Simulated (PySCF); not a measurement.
Choosing a molecule for a target property.

All species are isolated and taken at one optimised geometry, non-relativistic unless stated; the electronic structure was computed with PySCF and density fitting.

The conformers computed, where there is a choice (atom-mapped SMILES and torsion angles):
- `[CH3:1][CH2:2][n:3]1[n:4][cH:5][c:6]([CH:7]([CH3:8])[CH3:9])[n:10]1`: C1–C2–N3–N4 89°, C5–C6–C7–C8 62°
- `[CH3:1][CH:2]([CH3:3])[CH2:4][CH2:5][C:6](=[O:7])[Cl:8]`: C1–C2–C4–C5 64°, C2–C4–C5–C6 174°, C4–C5–C6–O7 4°
- `[CH2:1]=[C:2]([CH3:3])[CH2:4][CH2:5][Cl:6]`: C1–C2–C4–C5 108°, C2–C4–C5–Cl6 -178°
- `[CH2:1]=[C:2]([CH2:3][CH3:4])[C@H:5]1[CH2:6][O:7][C:8]1=[O:9]`: C1–C2–C3–C4 -102°, C1–C2–C5–C6 77°
- `[CH3:1][CH2:2][CH2:3][O:4][C:5]([CH3:6])=[O:7]`: C1–C2–C3–O4 178°, C2–C3–O4–C5 84°, C3–O4–C5–C6 179°
- `[CH3:1][n:2]1[cH:3][n:4][n:5][c:6]1[C:7]([CH3:8])([CH3:9])[CH3:10]`: N5–C6–C7–C8 -105°
- `[CH3:1]/[CH:2]=[C:3](/[CH3:4])[CH2:5][Cl:6]`: C2–C3–C5–Cl6 -94°
- `[SH:1][SiH2:2][SiH2:3][c:4]1[cH:5][cH:6][n:7][cH:8][cH:9]1`: S1–Si2–Si3–C4 177°, Si2–Si3–C4–C5 -86°, H–S1–Si2–Si3 -57°

Question: Wanted: HOMO energy above -7.3 eV (PBE0/pcSseg-1) and dipole moment above 5 D (PBE0/pcSseg-1), at GFN2-xTB geometries. Which candidate meets both?
A. `C=C(CC)[C@H]1COC1=O`
B. `CCCOC(C)=O`
C. `CC(C)CCC(=O)Cl`
D. `C(c1cnn(CC)n1)(C)C`
E. `CC1=COC=C(C)C1`
F. `C=C(C)CCCl`
G. `Cn1cnnc1C(C)(C)C`

Answer: G. Computed values:
```csv
species,HOMO energy,dipole moment
CC(C)CCC(=O)Cl,-8.53 eV,3.20 D
CCCOC(C)=O,-7.90 eV,1.83 D
C=C(CC)[C@H]1COC1=O,-7.59 eV,3.78 D
C=C(C)CCCl,-7.45 eV,2.14 D
C(c1cnn(CC)n1)(C)C,-7.16 eV,0.46 D
Cn1cnnc1C(C)(C)C,-6.92 eV,5.87 D
CC1=COC=C(C)C1,-5.84 eV,1.24 D
```

Question: Wanted: HOMO–LUMO gap below 6.6 eV (PBE0/pcSseg-1) and smallest rotational constant above 1 GHz (GFN2-xTB), at GFN2-xTB geometries. Which candidate meets both?
A. `c1(cnn(n1)CC)C(C)C`
B. `CC1=COC=C(C)C1`
C. `C/C=C(/C)CCl`
D. `S[SiH2][SiH2]C1=CC=NC=C1`
E. `CC(C)CCC(=O)Cl`
F. `C#CC#CC`

Answer: B. Computed values:
```
                 species  HOMO–LUMO gap  smallest rotational constant
S[SiH2][SiH2]C1=CC=NC=C1        5.86 eV                     0.379 GHz
          CC1=COC=C(C)C1        6.33 eV                     1.189 GHz
                 C#CC#CC        6.79 eV                     2.066 GHz
            C/C=C(/C)CCl        6.93 eV                     1.432 GHz
      c1(cnn(n1)CC)C(C)C        7.34 eV                     0.692 GHz
          CC(C)CCC(=O)Cl        7.61 eV                     0.596 GHz
```
